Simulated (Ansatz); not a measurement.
Ansatz (a program for electronic structure) input (CCSD(T)/cc-pV(D+d)Z):
A basis named .json is the Basis Set Exchange file of that set.

Ansatz 0.2 input:
```yaml
crystal:
  periodic: [false, false, false]
  atoms:
    - {symbol: S, position_ang: [1.56923687, -0.30498979, 0.11767735]}
    - {symbol: C, position_ang: [0.09578570, -0.03208337, 0.02546648]}
    - {symbol: S, position_ang: [-1.48646509, 0.34133103, -0.18265028]}
    - {symbol: H, position_ang: [-1.89906265, -0.38895954, 0.88676794]}
basis:
  gaussian:
    orbitals: cc-pV_D+d_Z.json
total_charge: 1
magnetization: {spin_polarized: false}
correlation: {method: ccsd_t, electrons: outside_noble_gas}
```

End of the output:

```
integrals: 0.04 GiB planned
636 factors; integrals over basis functions are off by at most 1.2e-3 eV
mean field: 0.16 GiB planned
mean field evaluation 1: about -22671.6194 eV, gradient 1.5e1 eV
mean field evaluation 2: about -22671.7043 eV, gradient 1.5e1 eV
mean field evaluation 4: about -22672.5585 eV, gradient 3.4e0 eV
mean field evaluation 8: about -22672.6036 eV, gradient 1.6e-1 eV
mean field evaluation 16: about -22672.5103 eV, gradient 1.0e0 eV
mean field evaluation 32: about -22663.5371 eV, gradient 5.3e-2 eV
mean field -22672.60427257 eV, -833.2028389740 hartree, gradient 9.6e-6 eV, S^2 0.000000; 0 other end points of the search recorded, 0 dependent functions left out; unrestricted orbitals would lower it
11 core orbitals not correlated
reference -22672.60427257 eV, -833.2028389740 hartree; 8, 8 occupied and 46, 46 virtual orbitals, 636 factors
second order -10.69808631 eV of doubles, -0.00000000 eV of singles
coupled cluster: 0.11 GiB planned
cycle   1  -10.81974255 eV  change   -1.2e-1 eV  update   1.1e-1
cycle   2  -11.23739426 eV  change   -4.2e-1 eV  update   3.7e-2
cycle   3  -11.35299353 eV  change   -1.2e-1 eV  update   1.9e-2
cycle   4  -11.35149332 eV  change    1.5e-3 eV  update   4.8e-3
cycle   5  -11.35268725 eV  change   -1.2e-3 eV  update   1.8e-3
cycle   6  -11.35221522 eV  change    4.7e-4 eV  update   4.6e-4
cycle   7  -11.35201406 eV  change    2.0e-4 eV  update   1.5e-4
cycle   8  -11.35208543 eV  change   -7.1e-5 eV  update   6.8e-5
cycle   9  -11.35205331 eV  change    3.2e-5 eV  update   2.1e-5
cycle  10  -11.35204068 eV  change    1.3e-5 eV  update   8.0e-6
coupled cluster: 0.11 GiB planned
perturbative correction -0.58600119 eV, -0.0215351467 hartree
Total energy: -22684.54231445 eV, -833.6415539210 hartree
```

It need not be the lowest isomer of its formula.
